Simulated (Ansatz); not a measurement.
Ansatz (a quantum-chemistry and plane-wave program) input (PBE/6-31G*):

Ansatz 0.2 input:
```yaml
crystal:
  periodic: [false, false, false]
  atoms:
    - {symbol: Si, position_ang: [-2.13123200, -0.14210100, 0.06557200]}
    - {symbol: Si, position_ang: [0.12864000, 0.06269900, -0.58938900]}
    - {symbol: Cl, position_ang: [1.15973400, -1.62466300, 0.04475000]}
    - {symbol: Cl, position_ang: [0.94610100, 1.72220200, 0.35416100]}
    - {symbol: H, position_ang: [-2.22692500, -0.28427000, 1.53733300]}
    - {symbol: H, position_ang: [-2.84496600, 1.07481600, -0.38119600]}
    - {symbol: H, position_ang: [-2.69101200, -1.33708700, -0.60417200]}
basis:
  gaussian:
    orbitals: 6-31G*
hamiltonian:
  xc: {name: PBE}
magnetization: {spin_polarized: true, initial_magnetization: 1}
output: {forces: true}
```

Output:

```
Functional definition: PBE
integrals: 0.04 GiB planned
994 factors; their error is unknown
mean field: 0.25 GiB planned
mean field evaluation 1: about -40829.5445 eV, gradient 1.1e1 eV
mean field evaluation 2: about -40829.6898 eV, gradient 1.1e1 eV
mean field evaluation 4: about -40830.4552 eV, gradient 8.6e-1 eV
mean field evaluation 8: about -40830.3830 eV, gradient 1.0e-1 eV
mean field evaluation 16: about -40830.3830 eV, gradient 2.0e-5 eV
mean field -40830.38302688 eV, -1500.4889004103 hartree, gradient 1.9e-5 eV, S^2 0.751856; 0 other end points of the search recorded, 0 dependent functions left out
the calculation of the forces begins
reference -40830.38306366 eV, -1500.4889017620 hartree; 33, 32 occupied and 49, 50 virtual orbitals, 994 factors
Total energy: -40830.38306366 eV, -1500.4889017620 hartree
Atom 0 at    -2.131232    -0.142101     0.065572 Å, force     0.252522     0.023460    -0.079415 eV/Å
Atom 1 at     0.128640     0.062699    -0.589389 Å, force    -0.213626     0.007076    -0.224042 eV/Å
Atom 2 at     1.159734    -1.624663     0.044750 Å, force     0.177278    -0.297441     0.079559 eV/Å
Atom 3 at     0.946101     1.722202     0.354161 Å, force     0.139280     0.297849     0.134593 eV/Å
Atom 4 at    -2.226925    -0.284270     1.537333 Å, force    -0.039759    -0.033516     0.335083 eV/Å
Atom 5 at    -2.844966     1.074816    -0.381196 Å, force    -0.175214     0.273355    -0.097737 eV/Å
Atom 6 at    -2.691012    -1.337087    -0.604172 Å, force    -0.140481    -0.270784    -0.148041 eV/Å
Dipole moment:    -0.378207    -0.015205    -0.096661 e Å
```

The geometry given is a B3LYP-D3(BJ)/def2-TZVP minimum.
